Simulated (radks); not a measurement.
Results of a calculation; reference values are marked as such.
The holmium ion Ho45+, 22 electrons, occupied as [Ar] 3d4. Level of theory: scalar-relativistic Kohn-Sham, PBEsol, spin-polarised, spherical densities, finite nucleus; open shells are filled with parallel spins first (spin-orbit coupling, left out, can overturn this in heavy ions); Fermi nuclear charge, rms radius 5.2022 fm (a radial shooting solver on a logarithmic mesh with Libxc functionals).

Normalised radial functions P(r) = r R(r), r in bohr:

| r | 2p up | 3s up | 3p up |
|---|---|---|---|
| 0.00144 | 0.0241 | 0.3432 | 0.0129 |
| 0.001983 | 0.0415 | 0.4354 | 0.0221 |
| 0.002753 | 0.0723 | 0.5460 | 0.0386 |
| 0.003821 | 0.1256 | 0.6678 | 0.0670 |
| 0.005305 | 0.2168 | 0.7870 | 0.1154 |
| 0.007306 | 0.3646 | 0.8746 | 0.1937 |
| 0.01014 | 0.6089 | 0.8902 | 0.3222 |
| 0.01408 | 0.9858 | 0.7666 | 0.5177 |
| 0.01954 | 1.5254 | 0.4342 | 0.7896 |
| 0.02691 | 2.1951 | -0.1199 | 1.1050 |
| 0.03736 | 2.9179 | -0.8318 | 1.3823 |
| 0.05186 | 3.4275 | -1.3847 | 1.4061 |
| 0.072 | 3.3965 | -1.2894 | 0.9019 |
| 0.09915 | 2.6921 | -0.2522 | -0.2122 |
| 0.1376 | 1.5530 | 1.3902 | -1.6152 |
| 0.1911 | 0.5825 | 2.4255 | -2.3909 |
| 0.2652 | 0.1212 | 2.0182 | -1.9496 |
| 0.3653 | 0.0120 | 0.8992 | -0.9030 |
| 0.5071 | 0.0004 | 0.1820 | -0.1993 |
| 0.7039 | 0.0000 | 0.0132 | -0.0166 |

2p up: eigenvalue -10815.0 eV, 0 radial nodes, <r> = 0.0776 bohr, 90 % of the charge inside 0.126 bohr. 3s up: eigenvalue -4356.4 eV, 2 radial nodes at r = 0.0253, 0.105 bohr, <r> = 0.218 bohr, 90 % of the charge inside 0.317 bohr. 3p up: eigenvalue -4038.7 eV, 1 radial node at r = 0.0942 bohr, <r> = 0.214 bohr, 90 % of the charge inside 0.318 bohr.
